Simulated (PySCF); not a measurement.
Species: C₃H₉Al.
Bonds: C1–C2, C2–C3, C3–Al4. Hydrogens: H5, H6, H7 on C1; H8, H9 on C2; H10, H11 on C3; H12, H13 on Al4.

Torsions of this conformer, `[CH3:1][CH2:2][CH2:3][AlH2:4]`: C1–C2–C3–Al4 63°.

The closed-shell ground state was solved at several levels (PySCF, density fitting, gas phase, non-relativistic). One conformer (not necessarily the lowest) at the GFN2-xTB geometry, without solvent, vibrations or thermal averaging.

| level | basis functions | total energy (Eh) | HOMO (eV) | LUMO (eV) | gap (eV) | dipole (D) |
| --- | --- | --- | --- | --- | --- | --- |
| CAM-B3LYP/def2-SVPD | 156 | -361.9100 | -8.94 | -0.30 | 8.64 | 1.07 |
| PBE0/pcSseg-1 | 120 | -361.8474 | -7.61 | -1.29 | 6.32 | 1.05 |

Problem. What might PBE0/def2-SVPD (156 basis functions) give for the same quantities?

Solution. Total energy -361.7177 Eh, HOMO -7.57 eV, LUMO -1.24 eV, gap 6.33 eV, dipole 1.12 D.

Problem. How far do the dipole and the HOMO energy spread over the levels?

Solution. The dipole runs from 1.05 to 1.12 D (mean 1.08 D) and the HOMO from -8.94 to -7.57 eV.
